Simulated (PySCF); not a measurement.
C₂H₅O (SMILES [CH2]CO), doublet, at a GFN2-xTB geometry; TPSS/6-31G** in PySCF.

Input for PySCF:
```python
from pyscf import gto, scf, dft

mol = gto.Mole()
mol.atom = '''
    C     1.23502532    0.24455616    0.01838295
    C    -0.02845231   -0.48036327    0.20825019
    O    -1.17010918    0.18511102   -0.27092783
    H     1.25698436    1.18291950   -0.49910586
    H     2.15143949   -0.18706696    0.36554836
    H    -0.01490920   -1.44991849   -0.31657984
    H    -0.16026187   -0.72702926    1.28348887
    H    -1.11181731    1.11504965   -0.02572778
'''
mol.basis = '6-31g**'
mol.spin = 1
mol.verbose = 4
mol.build()

mf = dft.UKS(mol)
mf.xc = 'tpss'
mf.grids.level = 5
mf.kernel()
```

The log (banner, timings and long lists left out):

```
PySCF version 2.14.0

[INPUT] verbose = 4
[INPUT] num. atoms = 8
[INPUT] num. electrons = 25
[INPUT] charge = 0
[INPUT] spin (= nelec alpha-beta = 2S) = 1
[INPUT] symmetry False subgroup None
[INPUT] Mole.unit = angstrom
[INPUT] Symbol           X                Y                Z      unit          X                Y                Z       unit  Magmom
[INPUT]  1 C      1.235025320000   0.244556160000   0.018382950000 AA    2.333859611703   0.462144164475   0.034738740862 Bohr   0.0
[INPUT]  2 C     -0.028452310000  -0.480363270000   0.208250190000 AA   -0.053767073511  -0.907755020601   0.393535824489 Bohr   0.0
[INPUT]  3 O     -1.170109180000   0.185111020000  -0.270927830000 AA   -2.211185886039   0.349809130439  -0.511979398223 Bohr   0.0
[INPUT]  4 H      1.256984360000   1.182919500000  -0.499105860000 AA    2.375356183262   2.235393882407  -0.943173382566 Bohr   0.0
[INPUT]  5 H      2.151439490000  -0.187066960000   0.365548360000 AA    4.065631409674  -0.353505321355   0.690786285684 Bohr   0.0
[INPUT]  6 H     -0.014909200000  -1.449918490000  -0.316579840000 AA   -0.028174304736  -2.739948849043  -0.598249194159 Bohr   0.0
[INPUT]  7 H     -0.160261870000  -0.727029260000   1.283488870000 AA   -0.302851042511  -1.373886185945   2.425442448227 Bohr   0.0
[INPUT]  8 H     -1.111817310000   1.115049650000  -0.025727780000 AA   -2.101030216451   2.107138453792  -0.048618457993 Bohr   0.0

nuclear repulsion = 75.4853992838709
number of shells = 33
number of NR pGTOs = 116
number of NR cGTOs = 67
basis = 6-31g**
ecp = {}

******** <class 'pyscf.dft.uks.UKS'> ********
method = UKS
initial guess = minao
damping factor = 0
level_shift factor = 0
DIIS = <class 'pyscf.scf.diis.CDIIS'>
diis_start_cycle = 1
diis_space = 8
diis_damp = 0
SCF conv_tol = 1e-09
SCF conv_tol_grad = None
SCF max_cycles = 50
direct_scf = True
direct_scf_tol = 1e-13
number electrons alpha = 13  beta = 12
XC library pyscf.dft.libxc version 7.1.2
    S. Lehtola, C. Steigemann, M. J. T. Oliveira, and M. A. L. Marques,  SoftwareX 7, 1–5 (2018)
XC functionals = tpss
    J. Tao, J. P. Perdew, V. N. Staroverov, and G. E. Scuseria,  Phys. Rev. Lett. 91, 146401 (2003)
    J. P. Perdew, J. Tao, V. N. Staroverov, and G. E. Scuseria,  J. Chem. Phys. 120, 6898 (2004)
    J. Tao, J. P. Perdew, V. N. Staroverov, and G. E. Scuseria,  Phys. Rev. Lett. 91, 146401 (2003)
    J. P. Perdew, J. Tao, V. N. Staroverov, and G. E. Scuseria,  J. Chem. Phys. 120, 6898 (2004)
radial grids:
    Treutler-Ahlrichs [JCP 102, 346 (1995); DOI:10.1063/1.469408] (M4) radial grids

becke partition: Becke, JCP 88, 2547 (1988); DOI:10.1063/1.454033
pruning grids: <function nwchem_prune>
grids dens level: 5
symmetrized grids: False
atomic radii adjust function: <function treutler_atomic_radii_adjust>
small_rho_cutoff = 0
Set gradient conv threshold to 3.16228e-05
tot grids = 246640
init E= -154.476623070246

cycle= 1 E= -154.287947632683  delta_E= 0.189  |g|= 0.491  |ddm|= 1.72
cycle= 2 E= -154.118751626567  delta_E= 0.169  |g|= 0.818  |ddm|= 1.22
cycle= 3 E= -154.38234076449  delta_E= -0.264  |g|= 0.0798  |ddm|= 0.885
cycle= 4 E= -154.385025136766  delta_E= -0.00268  |g|= 0.0306  |ddm|= 0.104
cycle= 5 E= -154.385537316449  delta_E= -0.000512  |g|= 0.00536  |ddm|= 0.0325
cycle= 6 E= -154.385553137756  delta_E= -1.58e-05  |g|= 0.00147  |ddm|= 0.00622
cycle= 7 E= -154.385554550123  delta_E= -1.41e-06  |g|= 0.00092  |ddm|= 0.00228
cycle= 8 E= -154.385555005486  delta_E= -4.55e-07  |g|= 0.000287  |ddm|= 0.00105
cycle= 9 E= -154.385555054247  delta_E= -4.88e-08  |g|= 5.37e-05  |ddm|= 0.000369
cycle= 10 E= -154.385555056123  delta_E= -1.88e-09  |g|= 1.06e-05  |ddm|= 8.47e-05
cycle= 11 E= -154.385555056195  delta_E= -7.14e-11  |g|= 3.93e-06  |ddm|= 2.05e-05
Extra cycle  E= -154.385555056199  delta_E= -4.55e-12  |g|= 3.08e-06  |ddm|= 8.69e-06
converged SCF energy = -154.385555056199  <S^2> = 0.75478906  2S+1 = 2.0047833
```
